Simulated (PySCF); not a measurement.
2,2-difluoro-4-methyl-1,3-dioxole (C4H4F2O2), SMILES CC1=COC(F)(F)O1. Geometry optimised at PBE-D3(BJ)/def2-SVP. Other conformers were not sampled.

Give the equilibrium geometry at PBE-D3(BJ)/def2-SVP (PySCF confirms it by a frequency run) as a Z-matrix, and its point group. (The exact figures need the calculation; the answer reports its results.)

Several could match; the one computed here: point group Cs.
```
C
C 1 1.3473
O 2 1.3901 1 109.86
C 3 1.3875 2 106.34 1 0.00
F 4 1.3534 3 110.49 2 -121.34
F 4 1.3534 5 106.28 3 119.89
O 4 1.3877 5 110.46 6 119.84
H 2 1.0927 1 132.98 7 180.00
C 1 1.4798 2 134.41 8 0.00
H 9 1.1056 1 110.11 2 0.00
H 9 1.1102 10 108.59 1 -121.79
H 9 1.1102 10 108.59 11 -116.42
```
Charge 0, spin multiplicity 1.
